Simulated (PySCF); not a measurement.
CH₃O, doublet, at a GFN2-xTB geometry. Base run: PBE/cc-pVDZ (PySCF).

Input for PySCF:
```python
from pyscf import gto, scf, dft

mol = gto.Mole()
mol.atom = '''
    C     0.68555475    0.02506030   -0.03326015
    O    -0.67125356   -0.12186477   -0.00544343
    H    -1.09819889    0.73923507   -0.05875489
    H     1.12820553    0.97457786    0.20251259
    H     1.22669342   -0.88925661    0.09935069
'''
mol.basis = 'cc-pvdz'
mol.spin = 1
mol.verbose = 4
mol.build()

mf = dft.UKS(mol)
mf.xc = 'pbe'
mf.kernel()
mo_i, mo_e, stable_i, stable_e = mf.stability(internal=True, external=False, return_status=True, nroots=6, tol=1e-6)
print('internally stable:', stable_i, ' externally stable:', stable_e)
if not stable_i:
    umf = mf.copy()
    umf.scf_summary = {}
    umf.kernel(umf.make_rdm1(mo_i, mf.mo_occ))
```

The bond that is stretched is that between atoms 5 and 1. A test that says stable can miss a lower solution.

The base run was repeated with changes; each row names its change, and settings that it needs were set with it.

```
change       ΔE vs base (eV)  <S^2>                      stability test says
-----------  ---------------  -----  ---------------------------------------
base                    0.00  0.752  internally stable (external not tested)
bond × 1.25             0.63  0.753  internally stable (external not tested)
bond × 1.5              1.88  0.755  internally stable (external not tested)
bond × 1.8              3.21  0.752  internally stable (external not tested)
bond × 2.2              4.04  0.962  internally stable (external not tested)
bond × 3.0              4.34  0.753                     internal instability
```

On stretching, the SCF can end on different states; <S^2> shows the spin contamination of each.
